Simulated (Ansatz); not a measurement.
One change: `C[NH][AlH][O][SiH3]` becomes `C[NH][AlH][SH]`.

Ansatz, PBE0-D4/def2-TZVP geometries, multiplicity 1. Each molecule was computed in one conformer, which needn't be the lowest.

```json
{"property": "size of the dipole moment (PBE/def2-TZVPP) / D", "`C[NH][AlH][O][SiH3]`": "1.64"}
{"property": "size of the dipole moment (B3LYP/def2-TZVPP) / D", "`C[NH][AlH][O][SiH3]`": "1.56"}
{"property": "LUMO energy (PBE/def2-TZVPP) / eV", "`C[NH][AlH][O][SiH3]`": "-0.86"}
{"property": "size of the dipole moment (ωB97M-V/def2-TZVPP) / D", "`C[NH][AlH][O][SiH3]`": "1.54"}
{"property": "HOMO energy (PBE/def2-TZVPP) / eV", "`C[NH][AlH][O][SiH3]`": "-5.59"}
{"property": "HOMO energy (ωB97M-V/def2-TZVPP) / eV", "`C[NH][AlH][O][SiH3]`": "-9.23"}
```

(1) Give the same properties after the change, and the shifts. (An estimate is asked.)

## Answers

(1) Computed: 
```json
{"property": "size of the dipole moment (PBE/def2-TZVPP) / D", "`C[NH][AlH][SH]`": "2.33", "shift": "0.69"}
{"property": "size of the dipole moment (B3LYP/def2-TZVPP) / D", "`C[NH][AlH][SH]`": "2.29", "shift": "0.73"}
{"property": "LUMO energy (PBE/def2-TZVPP) / eV", "`C[NH][AlH][SH]`": "-1.06", "shift": "-0.20"}
{"property": "size of the dipole moment (ωB97M-V/def2-TZVPP) / D", "`C[NH][AlH][SH]`": "2.26", "shift": "0.72"}
{"property": "HOMO energy (PBE/def2-TZVPP) / eV", "`C[NH][AlH][SH]`": "-5.63", "shift": "-0.04"}
{"property": "HOMO energy (ωB97M-V/def2-TZVPP) / eV", "`C[NH][AlH][SH]`": "-9.20", "shift": "0.03"}
```

Dipoles are sizes alone; their direction can turn.

B3LYP here is the variant with VWN-RPA as its local correlation; programs differ in this.
